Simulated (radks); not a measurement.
Results of a calculation; reference values are marked as such.
Problem. Ba I, 56 electrons, occupied as [Xe] 6s2. Level of theory: scalar-relativistic Kohn-Sham, PBE, spin-polarised, spherical densities, finite nucleus; Fermi nuclear charge, rms radius 4.8378 fm (a radial shooting solver on a logarithmic mesh with Libxc functionals). Some entries of the table are withheld. Estimate them.

orbital  occ.  eigenvalue (eV)  <r^2> (bohr^2)
1s          2        -37256.54       0.0008885
2s          2        -5888.898         0.01421
2p          6        -5280.897         0.01129
3s          2        -1243.069             (1)
3p          6        -1048.122         0.09745
3d         10        -764.9301         0.08388
4s          2        -243.8814          0.5124
4p          6        -180.9998          0.5822
4d         10         -89.6831          0.7442
5s          2         -33.6718           3.019
5p          6         -18.7373           4.187
6s          2          -3.2299           25.95
5d          0              (2)           15.55
6p          0              (3)           47.41

Solution. 
(1) 3s <r^2> (bohr^2): 0.09739
(2) 5d eigenvalue (eV): -2.0189
(3) 6p eigenvalue (eV): -1.2433
